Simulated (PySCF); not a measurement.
Electrostatic solvation of a mixed set.

Computed with PySCF at CAM-B3LYP/def2-SVPD, non-relativistic, each on one gas-phase PBE0-D3(BJ)/def2-SVP geometry that isn't relaxed in the solvent. The solvent is an IEF-PCM continuum (Bondi radii, 1.10 Å for H, scaled by 1.2). Specific hydrogen bonds and non-electrostatic terms are outside this model. Spin–orbit coupling is left out although an atom past zinc is present.

Question: Order them by E(solvent) − E(gas) in chloroform (ε = 4.711), most negative first (kJ/mol).
A. `[CH3:1][C@H:2]1[CH2:3][C@H:4]([BH2-:5][PH3+:6])[CH2:7]1` with C3–C4–B5–P6 -52°, C1–C2–C3–C4 139°, C2–C3–C4–B5 104°, C3–C4–C7–C2 16°, C1–C2–C7–C4 -139°
B. `O=CC#CC(=O)[O-]`
C. trimethylphosphine selenide (`CP(C)(C)=[Se]`)

Answer: B (-188.9), C (-30.7), A (-17.7).

```csv
SMILES,charge,ΔE (kJ/mol),polarisation term (kJ/mol),HOMO shift (eV),dipole gas (D),dipole solvent (D),atoms,"lowest singlet, gas (eV)","lowest singlet, solvent (eV)"
O=CC#CC(=O)[O-],-1,-188.9,-195.4,-3.61,–,–,8,4.16,4.10
CP(C)(C)=[Se],0,-30.7,-37.4,-0.32,5.38,7.13,14,5.13,5.25
C[C@H]1C[C@H]([BH2-][PH3+])C1,0,-17.7,-21.4,+0.03,3.53,4.66,21,7.15,7.40
```

The ion comes first with 188.9 kJ/mol, the neutral species gain 30.7 at most. The polarisation term is half the interaction of the solute with the induced surface charges. No dipole is given for ions, as it depends on the origin. Singlets are vertical TDDFT energies (frozen core, non-equilibrium response), the lowest in each medium.
